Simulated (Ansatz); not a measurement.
C2H7NOSi, SMILES `OC1C[SiH2]N1`. The species carries charge 0 and has multiplicity 1. All single points use the PBE0-D4/def2-TZVP geometry. It is one conformer, not always the lowest.

```xyz
12

O    -1.435    0.868   -1.100
C    -0.374    0.761   -0.182
C    -0.696   -0.347    0.846
Si    0.948   -1.114    0.357
N     0.853    0.212   -0.736
H    -1.201    1.520   -1.766
H    -0.208    1.739    0.293
H    -0.807    0.016    1.867
H    -1.593   -0.892    0.555
H     0.991   -2.477   -0.242
H     2.034   -1.062    1.379
H     1.488    0.777   -1.272
```

Question: What is the dipole moment at PBE/def2-TZVPP? (Estimate.)

Answer: Computed: 1.89 D, with components (1.10, 1.52, -0.23) D in this frame, pointing from negative to positive charge.

Question: And with r2SCAN, B3LYP, ωB97M-V? (An estimate is asked.)

Answer: The calculation gave: r2SCAN 1.91 D, B3LYP 1.92 D, ωB97M-V 1.94 D.

Question: Give the Mulliken charges with PBE, r2SCAN, ωB97M-V in def2-TZVPP. (Best estimate.)

Answer: The calculation gave: 
```json
{"atom": "O1", "PBE": "-0.27", "r2SCAN": "-0.33", "ωB97M-V": "-0.29"}
{"atom": "C2", "PBE": "0.10", "r2SCAN": "0.24", "ωB97M-V": "0.14"}
{"atom": "C3", "PBE": "-0.21", "r2SCAN": "-0.24", "ωB97M-V": "-0.34"}
{"atom": "Si4", "PBE": "0.32", "r2SCAN": "0.46", "ωB97M-V": "0.36"}
{"atom": "N5", "PBE": "-0.27", "r2SCAN": "-0.39", "ωB97M-V": "-0.31"}
{"atom": "H6", "PBE": "0.17", "r2SCAN": "0.18", "ωB97M-V": "0.16"}
{"atom": "H7", "PBE": "0.06", "r2SCAN": "0.03", "ωB97M-V": "0.09"}
{"atom": "H8", "PBE": "0.08", "r2SCAN": "0.06", "ωB97M-V": "0.10"}
{"atom": "H9", "PBE": "0.09", "r2SCAN": "0.08", "ωB97M-V": "0.12"}
{"atom": "H10", "PBE": "-0.08", "r2SCAN": "-0.10", "ωB97M-V": "-0.05"}
{"atom": "H11", "PBE": "-0.09", "r2SCAN": "-0.11", "ωB97M-V": "-0.06"}
{"atom": "H12", "PBE": "0.12", "r2SCAN": "0.12", "ωB97M-V": "0.08"}
```

B3LYP here is the variant with VWN-RPA as its local correlation; programs differ in this.
